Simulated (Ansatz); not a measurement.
Species: SF₂, charge 0, singlet. SF2 (fluoro thiohypofluorite, SMILES FSF).
B3LYP-D3(BJ)/def2-TZVP minimum from Ansatz (a first-principles code):
```
S
F 1 1.6052
F 1 1.6052 2 98.75
```
Charge 0, spin multiplicity 1.

Hartree-Fock and MP2 correlation energies in hartree (Ansatz). UHF or UKS for unpaired electrons; spin-orbit terms are left out. Cores are frozen in correlated methods. No relativity.

| basis | X | E(HF) | E(corr, MP2) |
|---|---|---|---|
| cc-pV(T+d)Z | 3 | -596.44189 | -0.67541 |
| cc-pV(Q+d)Z | 4 | -596.46575 | -0.73919 |
| cc-pV(5+d)Z | 5 | -596.47164 | withheld |

Fit E(corr) = E∞ + A/X³ to X = 3 and 4, predict X = 5, and compare with the run.

A = (-0.67541 - (-0.73919))/(1/27 - 1/64) = 2.9787; E∞ = -0.73919 - A/64 = -0.78573; at X = 5, E∞ + A/125 = -0.76190. The run gave -0.76653, 4.63 mEh below the prediction. The same form on X = 4 and 5 gives E∞ = -0.79521, 9.48 mEh below the first estimate.
